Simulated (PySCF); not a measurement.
C2H9AlO4Si, charge -1, doublet, at a GFN2-xTB geometry (such geometries of metal compounds can be far from the true shape) (a state made from the parent by changing its charge; the spin is typed, not shown lowest) (a gas-phase anion, which may not be bound at this level); PySCF with DF-HF/6-31G**.

Here is a job for PySCF.
```python
from pyscf import gto, scf

mol = gto.M(
    atom='''
Al    0.296136    1.340722    1.486926
C     0.990044    2.790757    0.125178
H     2.023913    2.593974   -0.194745
H     1.008218    3.788669    0.583173
H     0.407499    2.900140   -0.801948
C    -1.742887    1.795751    1.739774
H    -2.326239    1.957755    0.821188
H    -1.856552    2.715692    2.328855
H    -2.279921    1.017353    2.300599
O     0.301482   -0.160253    0.518689
Si    0.091830   -1.178094   -0.681615
O     0.893751   -2.602113   -0.510280
O     0.653665   -0.586051   -2.106040
O    -1.492111   -1.610323   -0.849439
H     0.578296   -3.138141    0.210214
H     1.058737    0.269841   -1.992354
H    -2.086565   -0.890475   -0.655571
''',
    basis='6-31g**',
    charge=-1,
    spin=1,
    verbose=4,
)

mf = scf.ROHF(mol)
mf = mf.density_fit(auxbasis='def2-universal-jkfit')
mf.kernel()
mf.analyze()
```

Question: Write the output that PySCF gives for this input, abridged.

Answer: 
```
PySCF version 2.14.0

[INPUT] verbose = 4
[INPUT] num. atoms = 17
[INPUT] num. electrons = 81
[INPUT] charge = -1
[INPUT] spin (= nelec alpha-beta = 2S) = 1
[INPUT] symmetry False subgroup None
[INPUT] Mole.unit = angstrom
[INPUT] Symbol           X                Y                Z      unit          X                Y                Z       unit  Magmom
[INPUT]  1 Al     0.296136000000   1.340722000000   1.486926000000 AA    0.559615935624   2.533597389179   2.809882907495 Bohr   0.0
[INPUT]  2 C      0.990044000000   2.790757000000   0.125178000000 AA    1.870912011269   5.273766410213   0.236552136821 Bohr   0.0
[INPUT]  3 H      2.023913000000   2.593974000000  -0.194745000000 AA    3.824641269947   4.901900434243  -0.368014714128 Bohr   0.0
[INPUT]  4 H      1.008218000000   3.788669000000   0.583173000000 AA    1.905255893857   7.159546786630   1.102037253241 Bohr   0.0
[INPUT]  5 H      0.407499000000   2.900140000000  -0.801948000000 AA    0.770061506034   5.480470322896  -1.515462086143 Bohr   0.0
[INPUT]  6 C     -1.742887000000   1.795751000000   1.739774000000 AA   -3.293579096065   3.393477577914   3.287696378639 Bohr   0.0
[INPUT]  7 H     -2.326239000000   1.957755000000   0.821188000000 AA   -4.395954610282   3.699620768998   1.551820416779 Bohr   0.0
[INPUT]  8 H     -1.856552000000   2.715692000000   2.328855000000 AA   -3.508374816014   5.131914118672   4.400898133824 Bohr   0.0
[INPUT]  9 H     -2.279921000000   1.017353000000   2.300599000000 AA   -4.308426275644   1.922518542005   4.347502032448 Bohr   0.0
[INPUT] 10 O      0.301482000000  -0.160253000000   0.518689000000 AA    0.569718411486  -0.302834280640   0.980180153825 Bohr   0.0
[INPUT] 11 Si     0.091830000000  -1.178094000000  -0.681615000000 AA    0.173533550019  -2.226275008993  -1.288065672395 Bohr   0.0
[INPUT] 12 O      0.893751000000  -2.602113000000  -0.510280000000 AA    1.688944613556  -4.917280915170  -0.964289446843 Bohr   0.0
[INPUT] 13 O      0.653665000000  -0.586051000000  -2.106040000000 AA    1.235247827214  -1.107475885027  -3.979838807379 Bohr   0.0
[INPUT] 14 O     -1.492111000000  -1.610323000000  -0.849439000000 AA   -2.819681137451  -3.043069442088  -1.605207069524 Bohr   0.0
[INPUT] 15 H      0.578296000000  -3.138141000000   0.210214000000 AA    1.092821058931  -5.930227030269   0.397246887549 Bohr   0.0
[INPUT] 16 H      1.058737000000   0.269841000000  -1.992354000000 AA    2.000722967944   0.509925587179  -3.765003403182 Bohr   0.0
[INPUT] 17 H     -2.086565000000  -0.890475000000  -0.655571000000 AA   -3.943036391103  -1.682753870772  -1.238849645207 Bohr   0.0

nuclear repulsion = 554.495152418022
number of shells = 79
number of NR pGTOs = 327
number of NR cGTOs = 165
basis = 6-31g**
ecp = {}

******** <class 'pyscf.df.df_jk.DFROHF'> ********
method = DFROHF
initial guess = minao
damping factor = 0
level_shift factor = 0
DIIS = <class 'pyscf.scf.diis.CDIIS'>
diis_start_cycle = 1
diis_space = 8
diis_damp = 0
SCF conv_tol = 1e-09
SCF conv_tol_grad = None
SCF max_cycles = 50
direct_scf = False
num. doubly occ = 40  num. singly occ = 1
Set gradient conv threshold to 3.16228e-05
******** <class 'pyscf.df.df.DF'> ********
auxbasis = def2-universal-jkfit
init E= -911.960781044525
  HOMO = -0.0750285177945087  LUMO = 0.0392510826732915  gap/eV = 3.10971
cycle= 1 E= -911.306604385415  delta_E= 0.654  |g|= 0.96  |ddm|= 2.59
  HOMO = 0.107024908816948  LUMO = 0.307901045835744  gap/eV = 5.46612
cycle= 2 E= -911.471786232753  delta_E= -0.165  |g|= 0.525  |ddm|= 0.879
  HOMO = 0.0873125180129071  LUMO = 0.292347928928957  gap/eV = 5.57930
cycle= 3 E= -911.525698235892  delta_E= -0.0539  |g|= 0.0756  |ddm|= 0.281
  HOMO = 0.0849979643888972  LUMO = 0.293629863527374  gap/eV = 5.67716
cycle= 4 E= -911.527970996428  delta_E= -0.00227  |g|= 0.0251  |ddm|= 0.099
  HOMO = 0.0860721268714539  LUMO = 0.293950389685214  gap/eV = 5.65666
cycle= 5 E= -911.528175715354  delta_E= -0.000205  |g|= 0.0071  |ddm|= 0.0269
  HOMO = 0.086889494535221  LUMO = 0.294158970365541  gap/eV = 5.64009
cycle= 6 E= -911.528196044852  delta_E= -2.03e-05  |g|= 0.00163  |ddm|= 0.00958
  HOMO = 0.0868012784015662  LUMO = 0.294107552468912  gap/eV = 5.64109
cycle= 7 E= -911.528198594108  delta_E= -2.55e-06  |g|= 0.000528  |ddm|= 0.00528
  HOMO = 0.0868432259776868  LUMO = 0.29411688333811  gap/eV = 5.64020
cycle= 8 E= -911.52819881621  delta_E= -2.22e-07  |g|= 0.000149  |ddm|= 0.00149
  HOMO = 0.0868339013449515  LUMO = 0.294112697853859  gap/eV = 5.64034
cycle= 9 E= -911.528198833625  delta_E= -1.74e-08  |g|= 3.38e-05  |ddm|= 0.000416
  HOMO = 0.0868277450009494  LUMO = 0.294111474222656  gap/eV = 5.64048
cycle= 10 E= -911.528198834444  delta_E= -8.2e-10  |g|= 8.15e-06  |ddm|= 8.23e-05
  HOMO = 0.0868305830029841  LUMO = 0.294112132065948  gap/eV = 5.64042
Extra cycle  E= -911.528198834485  delta_E= -4.07e-11  |g|= 3.56e-06  |ddm|= 1.44e-05
converged SCF energy = -911.528198834485
**** SCF Summaries ****
Total Energy =                        -911.528198834485124
Nuclear Repulsion Energy =             554.495152418022485
One-electron Energy =                -2379.949100547403759
Two-electron Energy =                  913.925749294896150
Two-electron Coulomb Energy =          999.618959048903434
DFT Exchange-Correlation Energy =      -85.693209754007285
HOMO-LUMO gap [eV] =                     5.640418246375871
**** MO energy ****
                Roothaan           | alpha              | beta
MO #1   energy= -68.6773782369915  | -68.6774000078514  | -68.6773564661315  occ= 2
MO #2   energy= -58.2610768734505  | -58.2628500529682  | -58.2593036939329  occ= 2
MO #3   energy= -20.4174920656328  | -20.4175006211927  | -20.417483510073   occ= 2
MO #4   energy= -20.4162994908539  | -20.4162997594929  | -20.4162992222149  occ= 2
MO #5   energy= -20.4131980820448  | -20.4132069715678  | -20.4131891925217  occ= 2
MO #6   energy= -20.3563838830122  | -20.3568399447817  | -20.3559278212421  occ= 2
MO #7   energy= -11.0212451426499  | -11.0217780386107  | -11.0207122466871  occ= 2
MO #8   energy= -11.0206834511148  | -11.0212336385313  | -11.0201332636964  occ= 2
MO #9   energy= -6.02226371923677  | -6.02230134361585  | -6.02222609485768  occ= 2
MO #10  energy= -4.67950291646307  | -4.68278140568613  | -4.67622442725519  occ= 2
MO #11  energy= -4.13063571855496  | -4.13066487125292  | -4.13060656585694  occ= 2
MO #12  energy= -4.13052540156138  | -4.13055818311306  | -4.13049262000961  occ= 2
MO #13  energy= -4.13036229240728  | -4.13040302702649  | -4.13032155778796  occ= 2
MO #14  energy= -2.99481808403048  | -2.99718088087054  | -2.99245528719734  occ= 2
MO #15  energy= -2.99321660486773  | -2.99812342058921  | -2.98830978905263  occ= 2
MO #16  energy= -2.99263886647101  | -2.99399640149148  | -2.99128133145067  occ= 2
MO #17  energy= -1.22531717604783  | -1.22539107897959  | -1.22524327312613  occ= 2
MO #18  energy= -1.18857212582192  | -1.1886060044142   | -1.18853824722972  occ= 2
MO #19  energy= -1.18723040284506  | -1.18724632561934  | -1.18721448007125  occ= 2
MO #20  energy= -1.11355476521123  | -1.11505970162379  | -1.11204982902467  occ= 2
MO #21  energy= -0.741031913207107 | -0.743025994715793 | -0.739037831975999 occ= 2
MO #22  energy= -0.731494509809189 | -0.733085411432168 | -0.729903608186648 occ= 2
MO #23  energy= -0.627483165162274 | -0.627659221613208 | -0.627307108355488 occ= 2
MO #24  energy= -0.554465766730457 | -0.554485164910199 | -0.554446368545591 occ= 2
MO #25  energy= -0.530039142306274 | -0.530141228820553 | -0.529937055186814 occ= 2
MO #26  energy= -0.509959515982117 | -0.512147982342455 | -0.50777103764574  occ= 2
MO #27  energy= -0.436663608520687 | -0.436900625165566 | -0.436426590835532 occ= 2
MO #28  energy= -0.429411359496709 | -0.429594401351183 | -0.429228316605085 occ= 2
MO #29  energy= -0.408664790315596 | -0.409476894252294 | -0.407852674932477 occ= 2
MO #30  energy= -0.388087458787726 | -0.388228878764053 | -0.387946038852445 occ= 2
MO #31  energy= -0.37631744582101  | -0.377037671534318 | -0.375597212310228 occ= 2
MO #32  energy= -0.364885927704773 | -0.366308022884264 | -0.36346382592489  occ= 2
MO #33  energy= -0.363677221995757 | -0.364528373023056 | -0.3628260670898   occ= 2
MO #34  energy= -0.357521759589406 | -0.358011510432959 | -0.3570320087408   occ= 2
MO #35  energy= -0.354924708292697 | -0.356314390609169 | -0.353535025836656 occ= 2
MO #36  energy= -0.352032419986914 | -0.352349769247706 | -0.351715069740097 occ= 2
MO #37  energy= -0.326889621813454 | -0.329419704332723 | -0.324359537323265 occ= 2
MO #38  energy= -0.320466340066636 | -0.321226631939826 | -0.319706048177389 occ= 2
MO #39  energy= -0.267237062426108 | -0.275165302822396 | -0.259308650108755 occ= 2
MO #40  energy= -0.190957937380163 | -0.196217534274514 | -0.185698340494369 occ= 2
MO #41  energy= 0.0868305830029841 | -0.0883845956341135 | 0.262045989580273  occ= 1
MO #42  energy= 0.294112132065948  | 0.285691489870888  | 0.302532773694879  occ= 0
MO #43  energy= 0.306193902966062  | 0.293213049482744  | 0.319174756388912  occ= 0
MO #44  energy= 0.314939839300644  | 0.309845776614209  | 0.32003389792219   occ= 0
MO #45  energy= 0.361210136730898  | 0.358865200439173  | 0.363555064621471  occ= 0
MO #46  energy= 0.378406302744701  | 0.375069512991602  | 0.381743086329815  occ= 0
MO #47  energy= 0.4035537217958    | 0.397901980953012  | 0.409205415230378  occ= 0
MO #48  energy= 0.417774210366337  | 0.405467185737577  | 0.430081117196139  occ= 0
MO #49  energy= 0.44123817317257   | 0.440497921465386  | 0.441978424083011  occ= 0
 ** Mulliken pop on meta-lowdin orthogonal AOs  **
 ** Mulliken pop  **
 ** Mulliken atomic charges  **
charge of    0Al =      0.47026
charge of    1C =     -0.58099
charge of    2H =      0.04877
charge of    3H =      0.05649
charge of    4H =      0.04935
charge of    5C =     -0.57954
charge of    6H =      0.04839
charge of    7H =      0.05567
charge of    8H =      0.05112
charge of    9O =     -0.94003
charge of   10Si =      1.71552
charge of   11O =     -0.79745
charge of   12O =     -0.80499
charge of   13O =     -0.80789
charge of   14H =      0.33199
charge of   15H =      0.34419
charge of   16H =      0.33913

WARN: System has nonzero charge -1; the dipole moment is origin-dependent.
Location of origin: [0. 0. 0.]

Dipole moment(X, Y, Z, Debye): -1.08077, -2.48776, -1.61632
```
